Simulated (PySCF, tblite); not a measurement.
Isomers of C8H7FO. Computed values, GFN2-xTB/tblite, gas phase, harmonic and unscaled. The method is semi-empirical: single wavenumbers can be off by several per cent or more. One conformer each.

Electronic energies: PBE0/pcSseg-1 single points on the GFN2-xTB geometries (PySCF, gas phase).

```tsv
SMILES	electronic energy, lowest = 0 (kJ/mol)
O=C[C@@]12C=C[C@@H](C1)C(F)=C2	312.4
C#C[C@H]1CO/C(=C/F)C1=C	434.2
CC(=O)c1ccccc1F	68.6
Cc1ccc(C(=O)F)cc1	0.0
```

Q: How do GFN2-xTB zero-point energies change the relative energies?

A: 
```tsv
SMILES	ZPE (kJ/mol)	of it from modes above 1550 cm⁻¹	electronic (kJ/mol)	with ZPE, lowest = 0 (kJ/mol)	lowest mode (cm⁻¹)	rings
Cc1ccc(C(=O)F)cc1	330.8	158.2	0.0	0.0	15	1
CC(=O)c1ccccc1F	330.9	158.0	68.6	68.6	17i	1
O=C[C@@]12C=C[C@@H](C1)C(F)=C2	331.8	158.3	312.4	313.3	50	2
C#C[C@H]1CO/C(=C/F)C1=C	323.5	163.1	434.2	426.9	43	1
```

The zero-point energies span 8.3 kJ/mol, from `C#C[C@H]1CO/C(=C/F)C1=C` to `O=C[C@@]12C=C[C@@H](C1)C(F)=C2`. Slightly imaginary modes are left out of the zero-point energy: `CC(=O)c1ccccc1F` 16.8i cm⁻¹. The order is unchanged.

Q: And how do the electronic energies of GFN2-xTB itself compare?

A: `Cc1ccc(C(=O)F)cc1` 0.0; `CC(=O)c1ccccc1F` 47.4; `O=C[C@@]12C=C[C@@H](C1)C(F)=C2` 205.8; `C#C[C@H]1CO/C(=C/F)C1=C` 290.1 kJ/mol, lowest = 0. Against the energies above, taken from the same isomer `Cc1ccc(C(=O)F)cc1`, the largest difference is 144.1 kJ/mol.
